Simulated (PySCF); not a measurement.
## SMILES ClC=C=C([SiH3])Cl, C3H4Cl2Si

Molfile (atoms numbered from 1):
```
C3H4Cl2Si
     RDKit          3D

 10  9  0  0  0  0  0  0  0  0999 V2000
   -1.6857   -0.5511    0.1047 Si  0  0  0  0  0  4  0  0  0  0  0  0
   -0.2320    0.5656    0.4940 C   0  0  0  0  0  0  0  0  0  0  0  0
   -0.5335    1.8194    1.6708 Cl  0  0  0  0  0  0  0  0  0  0  0  0
    0.9388    0.4336   -0.0523 C   0  0  0  0  0  0  0  0  0  0  0  0
    2.0822    0.2591   -0.6424 C   0  0  0  0  0  0  0  0  0  0  0  0
    3.3149   -0.7693   -0.0114 Cl  0  0  0  0  0  0  0  0  0  0  0  0
   -2.1137   -1.2272    1.3536 H   0  0  0  0  0  0  0  0  0  0  0  0
   -1.2488   -1.5403   -0.9089 H   0  0  0  0  0  0  0  0  0  0  0  0
   -2.7983    0.2814   -0.4149 H   0  0  0  0  0  0  0  0  0  0  0  0
    2.3484    0.7490   -1.5710 H   0  0  0  0  0  0  0  0  0  0  0  0
  1  2  1  0
  2  3  1  0
  2  4  2  0
  4  5  2  0
  5  6  1  0
  1  7  1  0
  1  8  1  0
  1  9  1  0
  5 10  1  0
M  END
```

Level of theory: TDDFT CAM-B3LYP/def2-TZVPD circular dichroism and optical rotation, one conformer, gas phase in PySCF. Geometry: PBE0-D3(BJ)/def2-TZVP.

No stereocentre is labelled: unless the shape is locked (an allene, a helicene, a hindered biaryl), the mirror image is equally populated and a measured rotation or CD is zero.

Problem. Draw the ECD and absorption spectra from the lowest 12 states, each a Gaussian of half-width 0.3 eV at 1/e height.

Solution. 
| E (eV) | λ (nm) | Δε (L mol⁻¹ cm⁻¹) | ε (L mol⁻¹ cm⁻¹) |
| --- | --- | --- | --- |
| 4.34 | 286 | -0.04 | 1.01 |
| 4.49 | 276 | -0.16 | 4.17 |
| 4.64 | 267 | -0.42 | 10.5 |
| 4.79 | 259 | -0.73 | 16.5 |
| 4.94 | 251 | -0.95 | 16.6 |
| 5.09 | 244 | -1.04 | 12 |
| 5.24 | 237 | -0.90 | 8.27 |
| 5.39 | 230 | -0.50 | 12.1 |
| 5.54 | 224 | +0.04 | 37.7 |
| 5.69 | 218 | +0.59 | 115 |
| 5.84 | 212 | +0.89 | 490 |
| 5.99 | 207 | +0.58 | 2800 |
| 6.14 | 202 | 0.00 | 12200 |
| 6.29 | 197 | +2.06 | 33300 |
| 6.44 | 193 | +11.08 | 55900 |
| 6.59 | 188 | +23.00 | 57800 |
| 6.74 | 184 | +24.74 | 37000 |
| 6.89 | 180 | +15.27 | 14900 |
| 7.04 | 176 | +7.04 | 4060 |
| 7.19 | 172 | +4.66 | 1300 |

Δε uses R in velocity form, ε uses f in length form. Only the states computed contribute, so the short-wavelength end is incomplete.
